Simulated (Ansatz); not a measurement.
Molecule: C₂H₈AlNO₂, charge 0, multiplicity 1. SMILES: [O](C)[Al]([O]C)[NH2]
Geometry from a B3LYP-D3(BJ)/def2-TZVP (Ansatz, an electronic-structure program) optimisation:
```
Al
O 1 1.6857
C 2 1.4024 1 138.44
H 3 1.0940 2 109.81 1 135.12
H 3 1.0948 4 107.95 2 -120.54
H 3 1.0960 4 107.88 5 -116.46
O 1 1.6857 2 123.94 3 3.27
C 7 1.4024 1 138.44 2 3.27
H 8 1.0940 7 109.81 1 135.12
H 8 1.0948 9 107.95 7 -120.54
H 8 1.0960 9 107.88 10 -116.46
N 1 1.7593 2 118.03 3 -176.73
H 12 1.0064 1 124.46 2 0.65
H 12 1.0064 13 111.08 1 -180.00
```
Charge 0, spin multiplicity 1.

Atomisation energy built up term by term with Ansatz (kcal/mol; UHF references for open shells; valence terms freeze the core; atomic spin-orbit terms are left out). Basis-set limits of correlation are two-point, X^-3; Hartree-Fock from the larger set.

```csv
term,basis,kcal/mol
Hartree-Fock,cc-pV(Q+d)Z,920.10
CCSD correlation,"CBS(cc-pV(T+d)Z,cc-pV(Q+d)Z)",342.24
(T),"CBS(cc-pV(T+d)Z,cc-pV(Q+d)Z)",20.63
core correlation,cc-pwCVTZ,3.26
scalar relativity (X2C),cc-pVTZ-DK against cc-pVTZ,-1.88
sum: De,,1284.3
```

(T) makes 1.6 % of the CCSD(T) atomisation energy; under 5 % is typical of single-reference molecules.
